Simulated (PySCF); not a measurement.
## Electron correlation in Ba (barium, neutral)

[Xe] 6s2, closed-shell 1S. Calculation: PySCF 2.14, in x2c-TZVPPall with one added diffuse shell each of s, p, d type (12s8p7d2f1g, 94 functions); the spin-free X2C one-electron Hamiltonian (Gaussian nucleus). Frozen: [Kr] 4d10; 10 electrons correlated.

MP2 pair energies summed by pair of shells (mhartree):

```json
{"pair": "5p-5p", "energy": "-111.94", "share (%)": "57.3"}
{"pair": "5p-6s", "energy": "-30.48", "share (%)": "15.6"}
{"pair": "5s-5p", "energy": "-28.84", "share (%)": "14.8"}
{"pair": "6s-6s", "energy": "-17.07", "share (%)": "8.7"}
{"pair": "5s-5s", "energy": "-5.56", "share (%)": "2.8"}
{"pair": "5s-6s", "energy": "-1.47", "share (%)": "0.8"}
```

Total MP2 correlation energy: -195.36 mhartree.

Same-spin part -49.31 and opposite-spin part -146.06 mhartree; SCS-MP2 scales them by 1/3 and 6/5 to -191.71 mhartree.

This basis was not built for core-valence correlation, so the inner-shell part is incomplete.
